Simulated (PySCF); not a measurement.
**SI₂, singlet: molecular constants**

Method: PBE in PySCF with S def2-SVP, I def2-SVP with ECP28; scalar-relativistic core potentials, no spin–orbit coupling; density-fitted integrals.

The structure is a minimum.

```json
{"Point group": "C2v", "Bond lengths": "S–I 2.443 Å (×2)", "Bond angles": "I–S–I 108.1°", "Rotational symmetry number": "2", "Lowest empty level": "-4.34 eV", "Atomisation energy without zero-point energy": "442 kJ/mol", "Highest occupied level": "-5.59 eV", "Enthalpy at 298.15 K above 0 K": "14.02 kJ/mol", "Entropy at 298.15 K and 1 bar": "323.7 J/(mol K)", "Heat capacity Cp at 298.15 K": "55.2 J/(mol K)", "Principal polarisabilities": "37.9, 54.7, 124.2 bohr³", "Rotational constants": "0.2885, 0.01698, 0.01604 cm⁻¹", "Zero-point energy": "4.3 kJ/mol", "Dipole moment": "0.67 D", "Principal quadrupole moments (Buckingham, traceless) about the centre of mass": "-6.17, -0.67, 6.84 D Å"}
```

Harmonic modes (masses in u: S 31.972, I 126.904):
```json
{"symmetry": "a1", "ω (cm⁻¹)": "83", "IR (km/mol)": "0.0", "μ (u)": "96.02"}
{"symmetry": "a1", "ω (cm⁻¹)": "313", "IR (km/mol)": "0.2", "μ (u)": "38.28"}
{"symmetry": "b2", "ω (cm⁻¹)": "323", "IR (km/mol)": "39.8", "μ (u)": "36.36"}
```

In C2v the vibrations span 2a1 + b2. Here b1 is antisymmetric to the molecular plane and b2 lies in it.

Charges (e):
| atom | Mulliken | Löwdin | polar tensor | Mayer order to S1 |
| --- | --- | --- | --- | --- |
| S1 | -0.14 | -0.04 | 0.33 | – |
| I2,3 | 0.07 | 0.02 | -0.17 | 1.04 |

Mulliken populations on S1: s 5.95, p 10.13, d 0.06.

Counting electrons, sulfur keeps 4 of its valence electrons outside its bonds, so the VSEPR class is AX2E2 and the expected shape is bent (C2v), as computed.

The final relaxation and frequency run took about 30 core-seconds on a shared host.
